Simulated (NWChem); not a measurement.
System: C2H4ClF; SMILES C[C@H](Cl)F

```xyz
8

C     -1.1692    -1.1228    -0.1330
C      0.0561    -0.4222     0.3815
F      1.1700    -0.9804    -0.1494
Cl     0.0224     1.3169    -0.0420
H     -1.2128    -1.0385    -1.2278
H     -1.1223    -2.1869     0.1427
H     -2.0774    -0.6803     0.2964
H      0.1418    -0.4590     1.4783
```
Atoms are numbered in this order, from 1.

Results from NWChem. Pople sets run with spherical d functions. Structure relaxed at the PBE0/def2-SVP level. Atomic charges in e: unrestrained fits to the electrostatic potential beside Mulliken populations; buried atoms are poorly determined by the fit.

For level Hartree-Fock/6-31G*:

```
Quantity     Result
-----------  ------
Mulliken C1   -0.53
ESP C2         0.56
Mulliken F3   -0.41
```

**Question.** How do the values read with level B3LYP/def2-SVP instead?

**Answer.** 
| Quantity | Result |
|---|---|
| Mulliken C1 | 0.02 |
| ESP C2 | 0.46 |
| Mulliken F3 | -0.22 |
